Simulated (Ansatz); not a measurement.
A nudged elastic band was laid between two geometries of CH₂BOSe (6 atoms, charge 1, multiplicity 1).

All numbers below come from RKS B3LYP-D4/def2-SVP in Ansatz 0.2.0.

```json
{
 "movable images": "7",
 "climbing image": "yes",
 "spring": "5.0 eV/Å²",
 "optimiser": "quadratic models (default)",
 "start path": "IDPP",
 "force threshold": "0.05 eV/Å",
 "iteration limit": "49",
 "end points": "relaxed"
}
```

Initial state:

```xyz
6
Properties=species:S:1:pos:R:3
B -0.481 1.077 -0.228
Se 0.549 -0.371 -1.165
C 0.657 -1.460 0.292
O 0.745 -2.161 1.171
H -0.703 1.970 -0.990
H -0.767 0.944 0.921
```

Final state:

```xyz
6
Properties=species:S:1:pos:R:3
B -0.482 1.077 -0.229
Se 0.545 -0.373 -1.165
C 0.658 -1.459 0.294
O 0.750 -2.159 1.173
H -0.764 0.948 0.921
H -0.706 1.967 -0.993
```

(1) Which bonds break or form, and what moves?

(2) What energy profile does the band end with?

(3) What is the geometry of the highest image?

(4) What are the harmonic wavenumbers there?

The band took 6 iterations and of the order of 2.3 core-minutes.

Answers

(1) No bond is made or broken. The dihedral H6–B1–Se2–C3 goes from 0 to -180°. The two ends are copies of one structure, up to a mirror image or an exchange of like atoms.

(2) The run converged. The highest image is number 4 of 0 to 8, 0.55 eV above the ends, which have the same energy within 2 meV. A vibrational analysis at the climbing image gives one clearly imaginary mode, 358i cm⁻¹: a first-order saddle point. Limits of this set-up: the dipole of an ion depends on the origin.

```tsv
image	path coordinate (Å)	energy (eV)	dihedral H6–B1–Se2–C3 (°)
0	0.00	0.00	0
1	0.48	0.07	-21
2	0.95	0.26	-44
3	1.43	0.46	-68
4	1.90	0.55	-91
5	2.38	0.46	-115
6	2.85	0.26	-138
7	3.33	0.07	-159
8	3.80	0.00	-180
```

(3) 
```xyz
6
Properties=species:S:1:pos:R:3
B -0.829 0.910 -0.156
Se -0.198 -0.966 -1.019
C 1.081 -1.194 0.200
O 1.911 -1.386 0.949
H -0.275 1.852 -0.631
H -1.690 0.783 0.657
```

(4) 358i, 125, 408, 438, 464, 573, 721, 951, 1096, 2231, 2658, 2854 cm⁻¹.

Time of the run: 2.3 min on 1 thread of Arm Neoverse V2 (shared host), peak memory 0.17 GiB.
